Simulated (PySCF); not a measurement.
Mayer bond orders and bond lengths

Compound: C7H11OP.
Atom-mapped SMILES: `[CH3:1][O:2][c:3]1[pH:4][cH:5][c:6]([CH3:7])[c:8]1[CH3:9]` (hydrogens: H10, H11, H12 on C1; H13 on P4; H14 on C5; H15, H16, H17 on C7; H18, H19, H20 on C9)

Geometry (GFN2-xTB, Å), atoms numbered from 1 in this order:
```xyz
20
C7H11OP angstrom
C      3.2263    0.1163   -0.4683
O      2.1381   -0.1494    0.3753
C      0.9155    0.1215   -0.1461
P      0.6263    1.0282   -1.7052
C     -1.1365    0.7917   -1.4673
C     -1.4151    0.2541   -0.2588
C     -2.7914    0.0281    0.2694
C     -0.2489   -0.1337    0.5045
C     -0.3417   -0.7780    1.8491
H      3.1987   -0.5159   -1.3645
H      3.2315    1.1679   -0.7819
H      4.1272   -0.1010    0.1031
H      0.8478   -0.0676   -2.5475
H     -1.8669    1.1627   -2.1657
H     -2.9341    0.5820    1.1965
H     -3.5382    0.3513   -0.4512
H     -2.9437   -1.0285    0.4863
H      0.6559   -0.9686    2.2339
H     -0.8846   -1.7212    1.7893
H     -0.8714   -0.1291    2.5461
```

Bond orders from the PBE0/pcSseg-1 density (PySCF). Isolated species at its GFN2-xTB geometry (one conformer only).

Task: Where do the orders between heavy atoms depart from those drawn in the SMILES?

Result: The largest departure is 0.539, at C3–P4 (drawn aromatic, 0.961), counting aromatic bonds as 1.5. The bonds drawn aromatic range from 0.96 to 1.72.

Task: Give the Mayer order of every bond between heavy atoms, beside its length.

Result: 
| bond | drawn as | length (Å) | Mayer order |
| --- | --- | --- | --- |
| C1–O2 | single | 1.402 | 0.909 |
| O2–C3 | single | 1.356 | 0.980 |
| C3–P4 | aromatic | 1.827 | 0.961 |
| P4–C5 | aromatic | 1.794 | 1.015 |
| C5–C6 | aromatic | 1.352 | 1.716 |
| C6–C7 | single | 1.491 | 1.090 |
| C6–C8 | aromatic | 1.447 | 1.114 |
| C8–C9 | single | 1.494 | 1.093 |
| C8–C3 | aromatic | 1.358 | 1.678 |

Bonds between the same two heavy elements. C–O: lowest C1–O2 (0.909, 1.402 Å), highest O2–C3 (0.980, 1.356 Å). C–P: lowest C3–P4 (0.961, 1.827 Å), highest P4–C5 (1.015, 1.794 Å). C–C: lowest C6–C7 and C8–C9 (1.090, 1.491 Å), highest C5–C6 (1.716, 1.352 Å). Bonds named together lie within 0.004.

Task: And the bonds to hydrogen?

Result: C–H: 0.94 to 0.97 (10 bonds); H–P: 0.92 (1 bond).

Task: Sum the orders of all bonds at each heavy atom with more than one neighbour and set the sums beside the valence in the SMILES.

Result: C1 3.777 (drawn 4), O2 1.889 (drawn 2), C3 3.619 (drawn 4), P4 2.893 (drawn 3), C5 3.682 (drawn 4), C6 3.920 (drawn 4), C7 3.920 (drawn 4), C8 3.885 (drawn 4), C9 3.924 (drawn 4). Orders between atoms that aren't bonded are not in these sums.

For a closed shell the Mayer order of atoms A and B is Σ (PS)μν (PS)νμ over the basis functions μ on A and ν on B, with P the density and S the overlap matrix.

The run behind these numbers computed NMR shieldings as well. Time: 42 s of wall time; peak memory 1.0 GiB. Hardware: Arm Neoverse V1, one thread (shared host).
